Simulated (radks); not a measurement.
Values are calculated unless marked as measured or tabulated.
Q: All-electron atom: Hg IV in [Xe] 4f14 5d9. Level of theory: non-relativistic Kohn-Sham, PBE, spin-polarised, spherical densities, point nucleus; open shells are filled with parallel spins first; relativity is left out, which matters for an element this heavy (a radial shooting solver on a logarithmic mesh with Libxc functionals). Some entries of the table are withheld. Estimate them.

| orbital | occ. | eigenvalue (eV) | <r^2> (bohr^2) |
|---|---|---|---|
| 1s up | 1 | -75053.15 | 0.0004784 |
| 1s down | 1 | -75053.15 | 0.0004784 |
| 2s up | 1 | -12592.03 | 0.007435 |
| 2s down | 1 | -12591.93 | 0.007435 |
| 2p up | 3 | -12113.90 | 0.005483 |
| 2p down | 3 | -12113.83 | 0.005483 |
| 3s up | 1 | -2989.791 | 0.04593 |
| 3s down | 1 | -2989.751 | 0.04593 |
| 3p up | 3 | -2763.711 | 0.04225 |
| 3p down | 3 | -2763.670 | 0.04225 |
| 3d up | 5 | -2341.905 | 0.03250 |
| 3d down | 5 | -2341.838 | 0.03250 |
| 4s up | 1 | -666.2579 | 0.2191 |
| 4s down | 1 | -666.1846 | 0.2191 |
| 4p up | 3 | -568.1480 | 0.2243 |
| 4p down | 3 | -568.0691 | 0.2243 |
| 4d up | 5 | -387.5396 | 0.2350 |
| 4d down | 5 | -387.4434 | 0.2349 |
| 4f up | 7 | -144.6349 | (1) |
| 4f down | 7 | -144.5118 | (2) |
| 5s up | 1 | -126.0525 | 1.114 |
| 5s down | 1 | -125.4026 | 1.112 |
| 5p up | 3 | -94.2708 | 1.307 |
| 5p down | 3 | -93.5819 | 1.305 |
| 5d up | 5 | -43.8698 | 2.155 |
| 5d down | 4 | -43.1635 | 2.167 |

A: 
(1) 4f up <r^2> (bohr^2): 0.2667
(2) 4f down <r^2> (bohr^2): 0.2663
